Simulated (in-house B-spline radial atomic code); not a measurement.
**RPA and G0W0 on B3LYP (VWN-RPA): Sr8+**

Configuration [Ar] 3d10 4s2, mean-field start B3LYP (VWN-RPA). Computed with a B-spline radial code for spherical atoms: all electrons, non-relativistic, point nucleus, each spin shell either full or empty, empty states to l = 9 with an (l + 1/2)⁻⁴ tail; G0W0 by contour deformation at full frequency.

Without relativity these are model numbers: it shifts the levels of so heavy an element strongly and can reorder them.

Command:
```bash
python run_gw.py task.json out
```
Settings (radii: box in bohr, nucleus in fm):
```
Z                        38
electrons                30
configuration            [Ar] 3d10 4s2
hamiltonian              nr
method                   b3lyp
lmax                     9
spin_polarised           False
box_radius               7.7
intervals                49
ion_configuration        [Ar] 3d10 4s1
```

Run time, properties included: 3 s on 1 thread of Intel(R) Xeon(R) 6975P-C, with other jobs on the host.

Energies (hartree):

```
                                     term        value
                         mean-field total  -3115.03896
Hartree-Fock functional on these orbitals  -3113.46358
                      direct second order       -2.541
                    second-order exchange      0.74069
                         SOSEX correction      0.68815
```

Question: What is the RPA correlation energy, and what remains with SOSEX?

Answer: RPA gives -2.2669 hartree (-2.06 eV per electron); RPA + SOSEX gives -1.5787, and the second-order doubles -1.8003 hartree (no singles). RPA lacks exchange-type terms and so overcorrelates at short range.

Quasi-particle levels (eV):

| level | occupied | mean field | Σx - vxc | Σc | QP weight | G0W0 |
| --- | --- | --- | --- | --- | --- | --- |
| 4s | yes | -149.84 | -3.99 | ? | ? | ? |
| 3d | yes | -262.92 | -18.71 | 3.33 | 0.963 | -278.30 |
| 4p | no | -126.70 | 7.97 | -1.94 | 0.969 | -120.67 |

G0W0 = mean field + (Σx - vxc) + Σc, with Σc (partial-wave tail included) taken at the quasi-particle energy. Only the outer levels were computed. Levels of low weight are left out.

Question: Where does G0W0 put 4s?

Answer: At -156.53 eV, with Σc = -2.70 eV and a quasi-particle weight of 0.971. The tabulated removal energy is 158.33 ± 0.25 eV (NIST, semi-empirical); the calculation leaves out relativity, Breit and QED terms, and what these don't explain is the method's own error.

Question: What does it cost to remove one electron (to [Ar] 3d10 4s1) by differences of total energies, each species on its own start (correlation terms add to the Hartree-Fock functional)?

Answer: B3LYP (VWN-RPA) 156.62 eV, Hartree-Fock functional 153.52 eV, + RPA 156.32 eV, + RPA + SOSEX 155.66 eV, + second order 156.51 eV. Tabulated: 158.33 ± 0.25 eV (NIST, semi-empirical); the calculation leaves out relativity, Breit and QED terms, and what these don't explain is the method's own error.
